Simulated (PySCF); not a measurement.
# C₆ coefficients of unlike pairs at PBE

Calculated with PySCF 2.14 from the dipole response of each species, C₆(A,B) = (3/π) ∫ α_A(iu) α_B(iu) du, in atomic units, from isotropic polarisabilities. For ions this is the dispersion term alone; charge-induced terms of lower order in 1/R come first.

```
species       configuration                                                                            basis      relativity  α (bohr³)  C₆ (like pair)
   Cl³⁺   [Ne] 3s2 3p2 (3P)  aug-cc-pV(T+d)Z with one added diffuse shell each of s, p, d, f type (7s6p5d3f)            none      4.358           11.81
    O³⁺   [He] 2s2 2p1 (2P)                                                         aug-cc-pwCVTZ (7s6p4d2f)            none      1.348           1.258
    S³⁺   [Ne] 3s2 3p1 (2P)                                                    aug-cc-pCVQZ-DK (10s9p7d5f3g)   spin-free X2C      5.298           14.05
   Ta³⁺  [Xe] 4f14 5d2 (3F)                                        aug-cc-pVTZ-PP with ECP60MDF (6s6p5d3f2g)  core potential      7.413           33.38
```

Problem. Estimate C₆ for Ta³⁺ with S³⁺.

Solution. The integral gives 21.32. The combination rule 2 C_A C_B / (C_A α_B/α_A + C_B α_A/α_B) gives 21.55 and the geometric mean 21.66.

No spin-orbit coupling is included.

The other pairs:

| pair | C₆ |
| --- | --- |
| O³⁺, Cl³⁺ | 3.831 |
| S³⁺, O³⁺ | 4.124 |
| Ta³⁺, O³⁺ | 6.472 |
| S³⁺, Cl³⁺ | 12.81 |
| Ta³⁺, Cl³⁺ | 19.76 |
